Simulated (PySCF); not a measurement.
A homologous series of growing length: n-germane mercapto/mercapto. All species are isolated molecules in the gas phase. One relaxed conformer stands for each flexible species; it need not be the lowest. Strings in code marks are SMILES.

The four lowest singlet excitations (Tamm–Dancoff). Level of theory: B3LYP-D3(BJ)/def2-TZVP // B3LYP-D3(BJ)/def2-SVP (PySCF). B3LYP has the VWN-RPA correlation part, as in Gaussian. Excitations are Tamm–Dancoff values on a coarser integration grid. The basis has no diffuse functions, so Rydberg states are missing or too high.

```json
[
 {"state": "S1", "energy (eV)": "4.83", "wavelength (nm)": "256", "oscillator strength": "0.111"},
 {"state": "S2", "energy (eV)": "5.14", "wavelength (nm)": "241", "oscillator strength": "0.000"},
 {"state": "S3", "energy (eV)": "5.44", "wavelength (nm)": "228", "oscillator strength": "0.031"},
 {"state": "S4", "energy (eV)": "5.63", "wavelength (nm)": "220", "oscillator strength": "0.000"}
]
```

Task: Say which member gives these states.
A) `[SH][GeH2][SH]` (H–S–Ge–S torsion -140°, S–Ge–S–H torsion -140°)
B) `[SH][GeH2][GeH2][GeH2][GeH2][GeH2][SH]`
C) `[SH][GeH2][GeH2][GeH2][GeH2][SH]`
D) `[SH][GeH2][GeH2][SH]`

Result: D, `[SH][GeH2][GeH2][SH]`
